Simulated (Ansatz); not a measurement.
Consider the formal exchange of groups at the Al–S bond: `[CH3][AlH][SH]` + `C#N` → `[CH3][AlH][C]#N` + H₂S.

Computed with Ansatz on PBE0-D4/def2-TZVP structures; ΔE is electronic, products minus reactants. CCSD(T)/CBS is frozen-core, at the limit of the def2 triple- and quadruple-zeta sets. DFT in def2-TZVPP. Each species was taken in one conformer, which may not be the lowest.

Task: Is it downhill or uphill in electronic energy at CCSD(T)/CBS, and by how much? (Estimate.)

Result: The calculation gave: Uphill: ΔE = +0.49 eV.

Task: What do these levels give: revPBE-D4, r2SCANh-D4, BHLYP-D4, ωB97X-V, MP2/cc-pV(Q+d)Z, HF/CBS(cc)? (An estimate is asked.)

Result: Computed: revPBE-D4 0.51, r2SCANh-D4 0.51, BHLYP-D4 0.46, ωB97X-V 0.45, MP2/cc-pV(Q+d)Z 0.49, HF/CBS(cc) 0.38 eV.

Largest T1 diagnostic among the species: 0.014.

Leaving LDA and LC-ωPBE aside and taking each functional with its dispersion term where it has one, the values, not all of them listed here, spread over 0.09 eV, from CAM-B3LYP-D4 to PBE-D4. LDA lies +0.04 eV from PBE without D4. In def2-TZVPP, CCSD(T) changes the Hartree–Fock value by +0.06 eV (the triples alone add +0.01 eV) and MP2 by +0.08 eV.
